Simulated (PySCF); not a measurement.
C2H2N, SMILES N#C[CH2], multiplicity 2. Geometry: PBE-D3(BJ)/def2-TZVP. The isomer is the one that the SMILES or the coordinates give; other isomers of the formula were not compared.

Computed with PySCF with PBE-D3(BJ)/def2-TZVP.

Harmonic wavenumbers (cm⁻¹): 374, 422, 657, 994, 1054, 1394, 2077, 3098, 3198. Rotational constants (GHz): 283.2, 10.23, 9.875; symmetry number 2.

Problem. Work out the zero-point energy and the ideal-gas rigid-rotor harmonic-oscillator thermochemistry at 298.15 K and 1 atm.

Solution. ZPE = ½ Σ hcν = ½ × 13267 cm⁻¹ = 79.36 kJ/mol. H − E(el) = 91.45 kJ/mol. Entropy in J/(mol K): translation 154.77, rotation 77.74, vibration 10.45, spin 5.76, total 248.72. G − E(el) = 17.30 kJ/mol. Cp = 52.85 J/(mol K).
